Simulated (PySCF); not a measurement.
# Spinor energies of Ge⁺ (germanium, charge +1)

Start: [Ar] 3d10 4s2 4d1; 4d5/2 filled at m_j = +5/2. Calculated with PySCF 2.14 in x2c-TZVPall-2c with one added diffuse shell each of s, p, d type (7s8p5d1f, 63 functions): generalised Hartree-Fock with the X2C-1e Hamiltonian and a Gaussian nucleus; one run each with spin-orbit coupling (SO) switched off, then screened by Boettger's factors. This is a chosen level, not necessarily the ground level.

| spinor shell | electrons | ε, spin-free (eV) | ε, screened SO (eV) | weight of nominal j (screened SO) | rms radius, screened SO (bohr) |
| --- | --- | --- | --- | --- | --- |
| 1s1/2 | 2 | -11193.4 | -11193.1 | 1.000 | 0.0542 |
| 2s1/2 | 2 | -1467.7 | -1467.6 | 1.000 | 0.227 |
| 2p1/2 | 2 | -1279.5 | -1301.4 | 1.000 | 0.201 |
| 3s1/2 | 2 | -215.12 | -215.12 | 1.000 | 0.667 |
| 3p1/2 | 2 | -155.27 | -158.37 | 1.000 | 0.693 |
| 3p3/2 | 4 | -155.27 | -153.78 | 1.000 | 0.704 |
| 3d3/2 | 4 | -57.101 | -57.469 | 0.999 | 0.807 |
| 3d5/2 | 6 | -57.101 | -56.862 | 1.000 | 0.811 |
| 4s1/2 | 2 | -26.211 | -26.215 | 1.000 | 2.16 |
| 4d5/2 | 1 | -6.255 | -6.252 | 1.000 | 5.08 |

Problem. Where does 2p3/2 lie, and what is the 2p spin-orbit splitting (screened SO)?

Solution. At -1269.0 eV, 32.407 eV above 2p1/2.

```
   quantity    spin-free  screened SO
E (hartree)  -2096.40745  -2096.48447
        M_J          5/2          5/2
       ⟨J²⟩        8.751        8.751
       ⟨L²⟩        6.001        6.003
       ⟨S²⟩        0.750        0.752
```

Without spin-orbit coupling the j labels of p, d and f shells carry no meaning; the spin-free column gives the mean over the occupied spinors of each nl shell.
